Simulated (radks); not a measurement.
Values are calculated unless marked as measured or tabulated.
Species: the scandium ion Sc2+. Configuration: [Ar] 4p1 (not the ground configuration).

Code: a radial shooting solver on a logarithmic mesh with Libxc functionals. Model: scalar-relativistic Kohn-Sham, r2SCAN, spin-polarised, spherical densities, finite nucleus; open shells are filled with parallel spins first; meta-GGA in the generalised Kohn-Sham scheme; Fermi nuclear charge, rms radius 3.5459 fm.

Energy parts (hartree):
total: -763.25544
kinetic: 769.13704
electron-nucleus: -1797.24132
Hartree: 303.30375
exchange-correlation: -38.45490

Orbitals (lengths in bohr, moments of r in powers of bohr; <r^-3> diverges for s and p1/2):
[
 {"orbital": "1s up", "occ.": "1", "eigenvalue (hartree)": "-163.1513", "<r^-3>": "-", "<r^2>": "0.007181"},
 {"orbital": "1s down", "occ.": "1", "eigenvalue (hartree)": "-163.1493", "<r^-3>": "-", "<r^2>": "0.007181"},
 {"orbital": "2s up", "occ.": "1", "eigenvalue (hartree)": "-18.57203", "<r^-3>": "-", "<r^2>": "0.1388"},
 {"orbital": "2s down", "occ.": "1", "eigenvalue (hartree)": "-18.57104", "<r^-3>": "-", "<r^2>": "0.1388"},
 {"orbital": "2p up", "occ.": "3", "eigenvalue (hartree)": "-15.31879", "<r^-3>": "223.8", "<r^2>": "0.1166"},
 {"orbital": "2p down", "occ.": "3", "eigenvalue (hartree)": "-15.31672", "<r^-3>": "223.8", "<r^2>": "0.1166"},
 {"orbital": "3s up", "occ.": "1", "eigenvalue (hartree)": "-2.92330", "<r^-3>": "-", "<r^2>": "1.286"},
 {"orbital": "3s down", "occ.": "1", "eigenvalue (hartree)": "-2.91970", "<r^-3>": "-", "<r^2>": "1.291"},
 {"orbital": "3p up", "occ.": "3", "eigenvalue (hartree)": "-2.08649", "<r^-3>": "25.75", "<r^2>": "1.506"},
 {"orbital": "3p down", "occ.": "3", "eigenvalue (hartree)": "-2.08225", "<r^-3>": "25.71", "<r^2>": "1.502"},
 {"orbital": "4p up", "occ.": "1", "eigenvalue (hartree)": "-0.52811", "<r^-3>": "2.816", "<r^2>": "13.30"}
]

The highest occupied level is 4p up at -14.371 eV. The density falls to 0.001 e/bohr^3 at r = 4.28 bohr. Spin moment in Bohr magnetons: 1. The electron density at the nucleus is 7287 e/bohr^3 (large components only).
